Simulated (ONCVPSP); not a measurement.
La (Z = 57) ONCV: all-electron and pseudo phase curves

```
Element                 : lanthanum
Generator               : ONCVPSP 4.0.1
Type                    : optimised norm-conserving Vanderbilt (ONCV)
Functional              : PW91
Relativity              : scalar-relativistic
Frozen core             : [Kr] 4d10
Valence charge          : 11
Reference configuration : 5s2 5p6 5d1 6s1.75 6p0.25
Partial waves           : 5s+6s: rc 2.95 bohr, ncon 4, nbas 8, qcut 4.3 1/bohr, 2 projectors; 5p+6p: rc 3.50 bohr, ncon 3, nbas 8, qcut 3.8 1/bohr, 2 projectors; 5d: rc 3.15 bohr, ncon 5, nbas 9, qcut 5.9 1/bohr, 2 projectors, debl 3.7 Ha; f scattering state at 0.04 Ha: rc 3.30 bohr, ncon 4, nbas 9, qcut 3.5 1/bohr, 2 projectors, debl 2.1 Ha
Local potential         : polynomial inside 2.35 bohr (lpopt 3, dvloc0 0 Ha)
Core correction         : Teter function fitted to the true core (icmod 2), fcfact 0.75
```

In the f channel the program set the typed energies aside and used -0.173, 1.927 Ha.

The phase is arctan(r·R′/R) of the radial function R(r), unwrapped; energies in Ha, scanned from -3 to 5 Ha. A pole is an energy at which the radial function vanishes at the test radius. The pseudo phase is shifted by a multiple of π to meet the all-electron one at the reference energy, and phase errors are pseudo minus all-electron; the curves can meet again beyond the range given. Levels narrower than the energy grid can be missing from the lists of poles.

```csv
channel,radius (bohr),reference energy (Ha),"poles, all-electron","poles, pseudo",unbroken range about the reference energy with phases within 0.05 rad,phase error 1 Ha above the reference energy (rad)
s,3.00,-0.14,"-1.39, 1.46","-1.39, 1.51, 4.50",below 2.5,+0.004
p,3.54,-0.06,"-0.80, 1.13, 3.96","-0.80, 1.12, 3.37",below 1.8,-0.002
d,3.20,-0.12,"0.20, 2.60","0.20, 2.60",below 1.0,-0.019
f,3.36,-0.17,"-0.15, 1.26, 3.52","-0.13, 2.95",not even at the reference energy,+2.804
```

Note: ghosts flagged at negative energy: f at -345.0 eV (a further GHOST(-) flag falls on a real empty level of the atom); GHOST(+) flagged for s at 127.7 eV, f at 207.7 eV, f at 380.2 eV, f at 578.4 eV. A true bound ghost makes a file unfit for plane-wave use.

Phases in the p channel:

```
E (Ha)  all-electron   pseudo
 -2.98         1.433    1.433
 -2.54         1.417    1.417
 -2.10         1.396    1.396
 -1.66         1.361    1.361
 -1.22         1.285    1.285
 -0.78        -1.627   -1.627
 -0.34        -2.014   -2.014
  0.10        -3.431   -3.431
  0.54        -4.492   -4.492
  0.98        -4.676   -4.677
  1.42        -4.780   -4.787
  1.86        -4.939   -4.992
  2.30        -6.294   -7.222
  2.74        -7.623   -7.726
  3.18        -7.762   -7.825
  3.62        -7.821   -7.893
  4.06        -7.863   -8.009
  4.50        -7.905   -9.588
  4.94        -7.970  -10.830
```
